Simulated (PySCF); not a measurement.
## Fluorine: a sound run and one with changed settings

Sound run: F²⁺ [He] 2s2 2p3, F³⁺ [He] 2s2 2p2. Computed with PySCF 2.14 in 6-31G*, with the non-relativistic Hamiltonian (point nucleus). The sound run starts from symmetry-adapted Hartree-Fock orbitals and uses a fine grid where one is needed.

Changed run: radial step 0.8 in ln r (0.13 in the sound run). This setting is unsound on purpose.

```csv
species,method,sound run (hartree),changed run (hartree),converged
F²⁺,UHF,-97.55968,-97.55968,yes
F²⁺,B3LYP,-97.76444,-97.75742,yes
F²⁺,TPSS,-97.78357,-97.81575,yes
F³⁺,UHF,-95.27054,-95.27054,yes
F³⁺,B3LYP,-95.44739,-95.45030,yes
F³⁺,TPSS,-95.47096,-95.53258,yes
```

Ionisation energy of F²⁺:

```
method  sound run (eV)  changed run (eV)
   UHF          62.291            62.291
 B3LYP          63.050            62.780
  TPSS          62.929            62.128
```

A coarse radial grid mis-integrates the density and the exchange-correlation energy, with errors of either sign; Hartree-Fock needs no grid.

For comparison, NIST gives 62.708 eV between the lowest levels.
